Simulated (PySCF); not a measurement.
SMILES [GeH3][CH2][CH2][GeH3], PBE0/def2-SVP optimised geometry.

```
14

Ge    -1.39    -1.60    -4.51
C     -0.73    -0.67    -2.91
C     -1.19    -1.31    -1.60
Ge    -0.52    -0.39     0.00
H     -0.89    -0.91    -5.80
H     -2.93    -1.60    -4.51
H     -0.90    -3.06    -4.51
H      0.37    -0.65    -2.97
H     -1.06     0.38    -2.98
H     -2.29    -1.33    -1.54
H     -0.86    -2.36    -1.54
H      1.02    -0.39     0.00
H     -1.02    -1.08     1.28
H     -1.01     1.08     0.00
```

Density from PBE0/def2-TZVP in PySCF at that geometry.

Minimum of the electron density along straight lines between bonded atoms, close to the bond critical point (lines longer than 1.1 times the sum of covalent radii, or with two minima, are not listed):

```json
[
 {"bond": "Ge1–C2", "length / Å": "1.966", "ρ at the minimum / e bohr⁻³": "0.126", "∇²ρ there / e bohr⁻⁵": "0.08", "position (fraction from the first atom)": "0.47"},
 {"bond": "C2–C3", "length / Å": "1.527", "ρ at the minimum / e bohr⁻³": "0.240", "∇²ρ there / e bohr⁻⁵": "-0.57", "position (fraction from the first atom)": "0.50"},
 {"bond": "C3–Ge4", "length / Å": "1.966", "ρ at the minimum / e bohr⁻³": "0.126", "∇²ρ there / e bohr⁻⁵": "0.08", "position (fraction from the first atom)": "0.53"},
 {"bond": "Ge1–H5", "length / Å": "1.542", "ρ at the minimum / e bohr⁻³": "0.132", "∇²ρ there / e bohr⁻⁵": "0.06", "position (fraction from the first atom)": "0.59"},
 {"bond": "Ge1–H6", "length / Å": "1.543", "ρ at the minimum / e bohr⁻³": "0.131", "∇²ρ there / e bohr⁻⁵": "0.06", "position (fraction from the first atom)": "0.59"},
 {"bond": "Ge1–H7", "length / Å": "1.543", "ρ at the minimum / e bohr⁻³": "0.131", "∇²ρ there / e bohr⁻⁵": "0.06", "position (fraction from the first atom)": "0.59"},
 {"bond": "C2–H8", "length / Å": "1.103", "ρ at the minimum / e bohr⁻³": "0.270", "∇²ρ there / e bohr⁻⁵": "-0.89", "position (fraction from the first atom)": "0.64"},
 {"bond": "C2–H9", "length / Å": "1.103", "ρ at the minimum / e bohr⁻³": "0.270", "∇²ρ there / e bohr⁻⁵": "-0.89", "position (fraction from the first atom)": "0.64"},
 {"bond": "C3–H10", "length / Å": "1.103", "ρ at the minimum / e bohr⁻³": "0.270", "∇²ρ there / e bohr⁻⁵": "-0.89", "position (fraction from the first atom)": "0.64"},
 {"bond": "C3–H11", "length / Å": "1.103", "ρ at the minimum / e bohr⁻³": "0.270", "∇²ρ there / e bohr⁻⁵": "-0.89", "position (fraction from the first atom)": "0.64"},
 {"bond": "Ge4–H12", "length / Å": "1.543", "ρ at the minimum / e bohr⁻³": "0.131", "∇²ρ there / e bohr⁻⁵": "0.06", "position (fraction from the first atom)": "0.59"},
 {"bond": "Ge4–H13", "length / Å": "1.542", "ρ at the minimum / e bohr⁻³": "0.132", "∇²ρ there / e bohr⁻⁵": "0.06", "position (fraction from the first atom)": "0.59"},
 {"bond": "Ge4–H14", "length / Å": "1.543", "ρ at the minimum / e bohr⁻³": "0.131", "∇²ρ there / e bohr⁻⁵": "0.06", "position (fraction from the first atom)": "0.59"}
]
```
